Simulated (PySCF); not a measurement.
## Hg²⁺ (mercury, charge +2): UHF calculation

Configuration: [Xe] 4f14 5d9 6p1, one real determinant (an excited configuration). Computed with PySCF 2.14 in aug-cc-pVTZ-PP with ECP60MDF (6s6p5d3f2g, 88 functions), with scalar relativity through the core potential.

```
Total energy                                                  : -151.084105 hartree
One-electron energy                                           : -252.6213 hartree
Hartree (Coulomb) energy                                      : 113.9080 hartree
Exchange energy                                               : -12.3707 hartree
⟨S²⟩                                                          : 2.0020
⟨L²⟩                                                          : 8.053
Sum of ⟨r⟩                                                    : 23.92 bohr
Sum of ⟨r²⟩                                                   : 39.85 bohr²
Traceless quadrupole moment −½Σ⟨3z² − r²⟩ along its main axis : -3.76 e·bohr²
```

```
shell  electrons  mean orbital energy (eV)  spread (eV)  rms radius, mean of both spins (bohr)
 5s α          1                   -163.50            0                                  0.977
 5s β          1                   -161.53            0                                  0.977
 5p α          3                   -108.20        1.631                                   1.11
 5p β          3                   -105.65        1.781                                   1.11
 5d α          5                   -40.768        1.797                                   1.50
 5d β          4                   -39.543        0.619                                   1.50
 6p α          1                   -19.639            0                                   3.20
```

⟨L²⟩ = 8.05 against 12 for a pure F term, so this real determinant mixes terms. Energies and moments cover only the electrons outside the core potential. Spin-orbit coupling, absent here, splits the open shell strongly.
